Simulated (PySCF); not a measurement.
A TDDFT job was run through a driver script with this input:

```
{"job": {"kind": "uv", "xc": "PBE0", "basis": "def2-SVPD", "nstates": 6, "ntriplets": 2}, "charge": 0, "multiplicity": 1}
C      2.703614    -0.515848    -0.824868
C      1.495430    -0.229026    -0.390109
C      0.613083    -0.800533     0.688365
C     -0.398531     0.334167     0.412541
N     -1.731382    -0.080406     0.068988
C     -2.828324     0.393118     0.689127
O     -2.834061     1.196444     1.586644
C      0.481231     0.820955    -0.760239
H      3.163607     0.045988    -1.620129
H      3.281734    -1.320238    -0.402396
H      0.228557    -1.795450     0.462424
H      1.041665    -0.813876     1.688605
H     -0.496517     1.054178     1.225713
H     -1.825368    -0.751651    -0.677319
H     -3.755569    -0.047314     0.275138
H      0.028904     0.670378    -1.740668
H      0.824930     1.851144    -0.691728
```

Its output, with some lines taken out ([cut]):

```
coarse grid: 14248 points
cycle   1  E = -363.1230197815  dE =  1.315e+00  |g| = 8.193e-01  |ddm| = 7.028e+00
cycle   2  E = -362.5703949199  dE =  5.526e-01  |g| = 1.826e+00  |ddm| = 4.547e+00
cycle   3  E = -363.2636137657  dE = -6.932e-01  |g| = 1.855e-01  |ddm| = 3.627e+00
cycle   4  E = -363.2705190224  dE = -6.905e-03  |g| = 8.366e-02  |ddm| = 4.120e-01
cycle   5  E = -363.2720133781  dE = -1.494e-03  |g| = 2.128e-02  |ddm| = 1.528e-01
cycle   6  E = -363.2721075018  dE = -9.412e-05  |g| = 5.561e-03  |ddm| = 3.881e-02
cycle   7  E = -363.2721142501  dE = -6.748e-06  |g| = 1.355e-03  |ddm| = 1.103e-02
final grid: 137800 points
cycle   8  E = -363.3287334564  dE = -2.953e-05  |g| = 1.205e-02  |ddm| = 1.866e-01
cycle   9  E = -363.3286603579  dE =  7.310e-05  |g| = 2.260e-02  |ddm| = 4.412e-02
cycle  10  E = -363.3287636850  dE = -1.033e-04  |g| = 2.655e-03  |ddm| = 2.610e-02
cycle  11  E = -363.3287653550  dE = -1.670e-06  |g| = 1.496e-04  |ddm| = 4.530e-03
cycle  12  E = -363.3287653596  dE = -4.614e-09  |g| = 8.523e-05  |ddm| = 7.848e-04
cycle  13  E = -363.3287653613  dE = -1.702e-09  |g| = 1.803e-05  |ddm| = 1.758e-04
cycle  14  E = -363.3287653614  dE = -5.798e-11  |g| = 7.361e-06  |ddm| = 4.785e-05
converged SCF energy = -363.3287653614

Static polarisability (au): isotropic 82.525, principal 67.558 67.953 112.063

Singlet excitations
state   eV       nm        f      main configurations
  1   5.8139    213.3   0.00108   H-2->L+2 0.75, H->L+2 0.23
  2   6.3231    196.1   0.00019   H-1->L 0.97
[cut]
[cut]
  5   6.7913    182.6   0.00833   H->L+1 0.65, H-2->L 0.21
  6   6.8396    181.3   0.33848   H-2->L 0.34, H->L 0.25, H-2->L+1 0.16

Triplet excitations (Tamm-Dancoff, eV): 4.2090 5.2705
```

The calculation used TDDFT PBE0/def2-SVPD, vertical, gas phase, core orbitals frozen in the response (PySCF). The structure is a single GFN2-xTB conformer in the gas phase; no vibrational or solvent corrections.

Question: Restore the lines that were cut, in order.

Answer: 
```
  3   6.6205    187.3   0.05568   H->L 0.63, H-2->L 0.29
  4   6.7060    184.9   0.00778   H-1->L+1 0.92
```

Question: Give the energy of state 6 in hartree, cm⁻¹ and kJ/mol.

Answer: 0.25135 hartree, 55165 cm⁻¹, 659.9 kJ/mol.

Question: Which orbital energies lie behind H and L?

Answer: HOMO -7.39 eV and LUMO -0.14 eV, a gap of 7.25 eV; state 1 differs from that by -1.44 eV.

Question: Give the mean polarisability in Å³.

Answer: 82.52 au × 0.148185 = 12.23 Å³.

Question: Write the structure that the coordinates describe.

Answer: `C=C1CC(NC=O)C1` (C6H9NO), point group Cs.

The SCF starts on a coarse grid; the energy jumps when the final grid takes over, and dE counts afresh there. H and L stand for HOMO and LUMO.

Conformer computed: `[CH2:1]=[C:2]1[CH2:3][CH:4]([NH:5][CH:6]=[O:7])[CH2:8]1`: C3–C4–N5–C6 129°, C4–N5–C6–O7 0°.
